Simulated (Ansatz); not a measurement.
The same path of AlClFH₃O (7 atoms, charge 0, multiplicity 1) was run twice with different band settings. Lost on the way: Al1–H2, F6–H7. Made: H2–H7.

The calculation used Ansatz 0.2.0, RKS PBE0/def2-SVP.

Relaxed end points:

```xyz
7
Properties=species:S:1:pos:R:3
Al -0.106 -0.131 0.017
H -0.122 -0.587 1.545
O 1.282 -0.232 -0.959
H 2.152 -0.538 -0.702
Cl -1.951 -0.061 -1.004
F -0.032 1.805 0.719
H -0.153 1.667 1.636
```

```xyz
7
Properties=species:S:1:pos:R:3
Al -0.001 0.604 -0.258
H -0.141 -0.175 1.778
O 1.522 -0.077 -0.500
H 1.723 -0.875 -0.989
Cl -1.761 -0.321 -0.907
F -0.086 2.185 0.240
H -0.187 0.583 1.887
```

Common settings: movable images 5; climbing image yes; spring 5.0 eV/Å²; optimiser quadratic models (default); force threshold 0.05 eV/Å; iteration limit 60; end points relaxed.

| run | start path |
| --- | --- |
| 1 | through a guess of the saddle point |
| 2 | straight line |

(1) What does each run give, and how far can it be trusted?

Answers

(1) Run 1: converged after 28 iterations, highest image 0.071 eV above the first end. The profile has 2 maxima (images 1, 5) with wells between them (image 3): this band takes more than one step, which may be the mechanism or a detour left from its start path. A vibrational analysis at the climbing image gives one clearly imaginary mode, 510i cm⁻¹: a first-order saddle point.
Run 2: converged after 24 iterations, highest image 0.071 eV above the first end. The profile has 2 maxima (images 2, 5) with wells between them (image 4): this band takes more than one step, which may be the mechanism or a detour left from its start path. Another band between the same ends (5 images) ends at a top of the same energy, where a vibrational analysis finds 1 clearly imaginary mode.
The orbitals stay closed-shell, which can raise the energy where a bond breaks towards radicals; this wasn't checked here.
